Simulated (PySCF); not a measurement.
**Bonding in `C=CCC[SiH](N)N`**

Species: C4H12N2Si.
Numbering: `[CH2:1]=[CH:2][CH2:3][CH2:4][SiH:5]([NH2:6])[NH2:7]` (hydrogens: H8, H9 on C1; H10 on C2; H11, H12 on C3; H13, H14 on C4; H15 on Si5; H16, H17 on N6; H18, H19 on N7)

Cartesian coordinates in Å at the GFN2-xTB level; atoms count from 1:
```
atom  x, y, z in Å
C1     2.0818    0.2895    1.2159
C2     1.6365    0.7378    0.0571
C3     1.1474   -0.1232   -1.0599
C4    -0.2736    0.2595   -1.4842
Si5   -1.5900   -0.0528   -0.1363
N6    -1.4755   -1.7332    0.2415
N7    -1.3935    0.7061    1.4025
H8     2.4259    0.9510    1.9939
H9     2.1230   -0.7652    1.4340
H10    1.6010    1.8036   -0.1364
H11    1.8243   -0.0016   -1.9142
H12    1.1708   -1.1704   -0.7559
H13   -0.5273   -0.2990   -2.3864
H14   -0.2845    1.3138   -1.7677
H15   -2.8821    0.4569   -0.6259
H16   -1.5293   -2.3984   -0.5122
H17   -2.0122   -2.0639    1.0268
H18   -0.6208    0.3872    1.9662
H19   -1.4319    1.7115    1.4338
```

Bond orders from the PBE0/pcSseg-1 density (PySCF). The structure is a single GFN2-xTB conformer in the gas phase; no vibrational or solvent corrections.

(1) How far do the computed orders between heavy atoms stray from the drawn ones?

(2) Give the Mayer order of every bond between heavy atoms, beside its length.

Answers

(1) The largest departure is 0.158, at C4–Si5 (drawn single, 0.842). Drawn single, order below 0.88: C4–Si5 (0.842).

(2) 
| bond | drawn as | length (Å) | Mayer order |
| --- | --- | --- | --- |
| C1–C2 | double | 1.320 | 1.982 |
| C2–C3 | single | 1.493 | 1.027 |
| C3–C4 | single | 1.532 | 1.030 |
| C4–Si5 | single | 1.910 | 0.842 |
| Si5–N6 | single | 1.726 | 1.008 |
| Si5–N7 | single | 1.727 | 1.053 |

Bonds between the same two heavy elements. C–C: lowest C2–C3 and C3–C4 (1.027, 1.493 Å), highest C1–C2 (1.982, 1.320 Å). N–Si: lowest Si5–N6 (1.008, 1.726 Å), highest Si5–N7 (1.053, 1.727 Å). Bonds named together lie within 0.004.

Q: And the bonds to hydrogen?

A: C–H: 0.94 to 0.96 (7 bonds); H–Si: 0.89 (1 bond); H–N: 0.94 to 0.95 (4 bonds).

Q: Sum the orders of all bonds at each heavy atom with more than one neighbour and set the sums beside the valence in the SMILES.

A: C1 3.890 (drawn 4), C2 3.967 (drawn 4), C3 3.948 (drawn 4), C4 3.771 (drawn 4), Si5 3.792 (drawn 4), N6 2.913 (drawn 3), N7 2.945 (drawn 3). Orders between atoms that aren't bonded are not in these sums.

The Mayer order sums products of elements of PS (density times overlap matrix) between the two atoms' basis functions, so it depends on the basis set.
